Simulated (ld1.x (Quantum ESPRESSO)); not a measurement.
Configuration tests for molybdenum (Mo) (TM)

ld1.x (Quantum ESPRESSO) 7.5 input, shortened:

```
&input
   title='Mo', zed=42., rel=1, dft='WC', iswitch=3,
   config='[Kr] 4d5 5s1 5p0'
 /
 &inputp
   pseudotype=2, tm=.true., lloc=1,
   nlcc=.true.
 /
3
5S  1  0   1.00   0.00  2.50  2.50  0.0
4D  3  2   5.00   0.00  1.75  1.75  0.0
5P  2  1   0.00   0.00  3.95  3.95  0.0
 &test
   configts(1)='4d5 5s1 5p0'
 /
```

Energies are relative to the spin-unpolarised reference configuration 4d5 5s1 5p0; without spin polarisation the order of configurations can differ from experiment.

```csv
valence configuration,charge,ΔE all-electron (eV),error AE − PS (meV)
4d5 5s0 5p0,+1,6.890,-19
4d4 5s0 5p0,+2,22.340,-193
4d3 5s0 5p0,+3,49.067,-863
4d5.5 5s0.5 5p0,0,0.288,-24
4d4 5s1 5p1,0,3.781,-126
```

(1) What are ΔE and the potential's error for 4d4 5s1 5p0?

(2) What are ΔE and the potential's error for 4d2 5s0 5p0?

Answers

(1) ΔE = 8.083 eV all-electron; the error (AE − PS) is -88 meV.

(2) ΔE = 88.550 eV all-electron; the error (AE − PS) is -2097 meV.
